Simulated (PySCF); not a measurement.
r2SCAN on S (sulfur, neutral), [Ne] 3s2 3p3 3d1, high-spin 5D determinant (an excited configuration). Calculation: PySCF 2.14, in aug-cc-pV(Q+d)Z (7s6p5d3f2g, 89 functions); no relativity, point nucleus.

```
cycle= 1 E= -397.775448735243  delta_E= -0.00328  |g|= 0.0163  |ddm|= 0.293
cycle= 2 E= -397.775513597889  delta_E= -6.49e-05  |g|= 0.0044  |ddm|= 0.0942
cycle= 3 E= -397.775527658337  delta_E= -1.41e-05  |g|= 0.00188  |ddm|= 0.0213
cycle= 4 E= -397.775529416901  delta_E= -1.76e-06  |g|= 0.000125  |ddm|= 0.00788
cycle= 5 E= -397.775529427728  delta_E= -1.08e-08  |g|= 8.94e-06  |ddm|= 0.000639
cycle= 6 E= -397.77552942779  delta_E= -6.17e-11  |g|= 9.66e-07  |ddm|= 3.07e-05
converged SCF energy = -397.77552942779  <S^2> = 6.0006002  2S+1 = 5.0002401
```

Highest occupied orbital energy: 0.608 eV; ⟨L²⟩ = 6.01; populations by l: s 6.00, p 9.00, d 1.00, f 0.00.

Question: Can this result be used?

Answer: Not for this state. The run converged. The outer electron is Rydberg-like, and this basis confines it to a smaller radius and binds it less than a complete one would. At r2SCAN the highest occupied level has a positive energy, so only the finite basis holds that electron; for this excited configuration the basis is too tight for the outer shell.
